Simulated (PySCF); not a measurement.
## Where the electron goes

Species: C₅H₁₃PSi.
Geometry (GFN2-xTB, Å), atoms numbered from 1 in this order:
```xyz
20
C5H13PSi angstrom
C     -2.3173    0.2474    0.2532
Si    -0.9601   -0.1129   -1.0334
C      0.2549    1.3567   -1.1213
C      1.2053    1.3879    0.0733
P      2.2905   -0.1235    0.0952
C      1.0070   -1.3637    0.6223
C      0.0354   -1.6582   -0.5183
H     -2.8760    1.1403   -0.0110
H     -3.0246   -0.5741    0.3122
H     -1.9085    0.3994    1.2484
H     -1.5569   -0.3346   -2.3607
H      0.8471    1.2857   -2.0356
H     -0.2883    2.3023   -1.1754
H      1.8694    2.2562    0.0109
H      0.6492    1.4558    1.0130
H      2.7833    0.1017    1.3935
H      1.5414   -2.2740    0.9137
H      0.4740   -0.9898    1.5014
H     -0.6356   -2.4660   -0.2199
H      0.6046   -2.0258   -1.3742
```

Computed with TDDFT PBE0/def2-SVPD, vertical, gas phase, core orbitals frozen in the response (PySCF 2.14.0, density-fitted response routines).

Frontier orbitals with the atoms that hold most of them (Löwdin shares over 4%, at most four atoms; ? is withheld):

| orbital | ε (eV) | atoms |
| --- | --- | --- |
| LUMO+2 | 0.93 | C1 17%, P5 13%, Si2 11%, H10 8% |
| LUMO+1 | 0.84 | P5 27%, C4 11%, C6 11%, H16 8% |
| LUMO | ? | ? |
| HOMO | -6.78 | ? |
| HOMO-1 | -7.71 | C3 18%, C7 18%, Si2 14%, C4 10% |
| HOMO-2 | -8.37 | Si2 20%, C1 17%, C7 14%, C3 14% |
| HOMO-3 | -8.82 | Si2 25%, C1 22%, H11 22%, C3 5% |

Task: Give the leading atoms of the LUMO.

Result: P5 (bonded to 2 C and H) 12%; H16 (bonded to P) 10%; Si2 (bonded to 3 C and H) 8%; C6 (bonded to C, P and 2 H) 7%.

Task: Which atoms hold the HOMO, and with what shares?

Result: P5 (bonded to 2 C and H) 62%; C6 (bonded to C, P and 2 H) 11%; C4 (bonded to C, P and 2 H) 11%; H16 (bonded to P) 6%. By element: phosphorus 62%, carbon 23% or more, hydrogen 6% or more.

Task: What is the LUMO energy, and the HOMO–LUMO gap?

Result: ε(LUMO) = 0.37 eV; the gap is 7.15 eV (0.2627 hartree).

Task: How does S1 compare with the orbital gap of 7.15 eV?

Result: S1 is at 6.12 eV (f = 0.030), 1.03 eV below the gap, made of HOMO→LUMO (94%). 

Task: Give energy, strength and leading configuration of S1, S2 and S4, and follow the Löwdin shares of the leading atoms from the occupied to the empty orbital.

Result: 
- S1 (6.12 eV, f 0.030), HOMO→LUMO (94%): P5 62% → 12%, C6 11% → 7%, H16 6% → 10%
- S2 (6.48 eV, f 0.068), HOMO→LUMO+1 (95%): P5 62% → 27%, C6 11% → 11%, C4 11% → 11%
- S4 (6.97 eV, f 0.0002), HOMO-1→LUMO (95%): C3 18% → at most 8%, C7 18% → at most 8%, P5 at most 10% → 12%, H16 at most 10% → 10%

Löwdin shares depend on the basis, the more so with diffuse functions.

One conformer stands for the species.

Without π bonds the low states are Rydberg-like; a valence basis with one diffuse set may place them up to an eV too high.
